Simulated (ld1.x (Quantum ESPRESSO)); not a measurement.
Results of a calculation; reference values are marked as such.
Hardness and transferability of assorted potentials

Generated with ld1.x 7.5 (TM, RRKJ, ultrasoft, PAW), atompaw 4.2 or ONCVPSP 4.0.1. The cutoff is in Ry: for ld1.x and atompaw files where the sum of valence levels is converged to 10 mRy in a Bessel basis, for ONCV files where the hardest occupied wave has 1 mHa per electron of residual kinetic energy. The error is the largest all-electron minus pseudo excitation energy over each file’s own four to seven test configurations (ionisations up to +4, promotions, holes and added fractions of an electron), all of which were solved. The labels leave out finer settings (local radius, basis sizes, second energies), which also bear on the numbers. Spin-polarised tests are not counted. The rows are a selection from randomly drawn settings: files with unsolved tests, undetermined cutoffs or missed reference levels are left out.

A true bound ghost makes a file unfit for plane-wave use even where its test errors are small: the radial tests pick states by their node count and pass the ghost by.

| element | potential | cutoff (Ry) | largest error (meV) | bound ghosts |
| --- | --- | --- | --- | --- |
| Be | ultrasoft, BP86, scalar-relativistic, rc 1.90/4.70/3.45 (spd), local smoothed, core correction no, reference 2s2 2p0 | 6 | -222 | p |
| S | PAW, PBEsol, non-relativistic, rc 0.75/1.00/0.75 (spd), local smoothed, core correction yes, reference 2s2 2p6 3s2 3p4 | 140 | -5.8 | none |
| Ti | TM semilocal, BLYP, scalar-relativistic, rc 2.85/2.90/2.30 (spd), local s, core correction yes, reference 3d3 4s1 4p0 | 40 | -153 | none |
| Se | TM semilocal, PBE, scalar-relativistic, rc 1.65/1.85/1.60 (spd), local p, core correction no, reference 4s2 4p4 | 40 | -56 | none |
| Br | TM, LDA (PZ), scalar-relativistic, rc 1.50/1.65 (sp), local p, core correction no, reference 4s2 4p5 | 45 | +145 | none |
| Bi | TM semilocal, PBE, scalar-relativistic, rc 1.75/2.20/1.30 (spd), local s, core correction yes, reference 5d10 6s2 6p3 | 90 | -113 | none |

Problem. Fill in the row for Ru: ultrasoft, PBE, scalar-relativistic, rc 2.90/1.75/2.05 (spd), local smoothed, core correction yes, reference 4p6 4d7 5s0 5p0.

Solution. cutoff 30 Ry, largest error -114 meV, bound ghosts: none.

Problem. Fill in the row for K: RRKJ, BP86, scalar-relativistic, rc 3.02/3.96/4.16 (spd), local s, core correction no, reference 3d0 4s0.5 4p0.

Solution. cutoff 6 Ry, largest error +117 meV, bound ghosts: none.

Problem. Fill in the row for Te: TM, PBEsol, scalar-relativistic, rc 1.70/1.55 (sp), local s, core correction no, reference 5s2 5p4.

Solution. cutoff 50 Ry, largest error -58 meV, bound ghosts: p.
